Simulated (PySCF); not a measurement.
Cl₃HSTi, multiplicity 1.

```xyz
6

Ti    -0.0580     0.0079     0.0000
Cl    -0.3087     1.2449    -1.7756
Cl    -0.3087     1.2449     1.7756
Cl    -1.3693    -1.7159     0.0000
S      2.0311    -0.8579     0.0000
H      2.5548     0.3966     0.0000
```

Geometry optimised at B3LYP-D3(BJ)/def2-SVP. The multiplicity is an assumed one; no other spin state was optimised. The structure was generated by enumeration; whether it is a known compound was not checked. One conformer was computed; it need not be the lowest.

These are PBE/pcSseg-1 in PySCF values and carry that method's errors. Non-relativistic, no solvent.

Computed absolute GIAO shielding of each atom: isotropic value and principal components (ppm):
```json
[
 {"atom": "Ti1", "σ(iso)": "-1278.7", "σ11": "-1432.2", "σ22": "-1318.6", "σ33": "-1085.4", "span": "346.8"},
 {"atom": "Cl2", "σ(iso)": "53.6", "σ11": "-373.6", "σ22": "-278.8", "σ33": "813.4", "span": "1187.0"},
 {"atom": "Cl3", "σ(iso)": "53.6", "σ11": "-373.6", "σ22": "-278.8", "σ33": "813.4", "span": "1187.0"},
 {"atom": "Cl4", "σ(iso)": "-51.6", "σ11": "-650.4", "σ22": "-340.1", "σ33": "835.7", "span": "1486.2"},
 {"atom": "S5", "σ(iso)": "-30.3", "σ11": "-1012.7", "σ22": "261.8", "σ33": "660.0", "span": "1672.7"},
 {"atom": "H6", "σ(iso)": "23.7", "σ11": "19.2", "σ22": "25.0", "σ33": "26.9", "span": "7.7"}
]
```
